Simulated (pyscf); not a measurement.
Optimised with ωB97X-D3(BJ)/def2-SVP in PySCF.

Task: What is the homolytic dissociation enthalpy (298 K, ωB97M-D3(BJ)/def2-TZVP) of the N–Si bond of H₃Si–NH–SiH(SiH₃)–SiH₃, to •HN–SiH₃ + H₃Si–SiH•–SiH₃?

Result: N–Si to •HN–SiH₃ + H₃Si–SiH•–SiH₃: 4.37 eV. The 7 functionals that were run give +3.99 (r²SCAN) to +4.42 eV (ωB97X-D3(BJ)). •HN–SiH₃ lies 0.90 eV over its isomer H₂N–SiH₂•, and others may lie lower still (electronic energy, ωB97M-D3(BJ)). Other isomers of H₃Si–SiH•–SiH₃ were not searched in full and may lie lower.
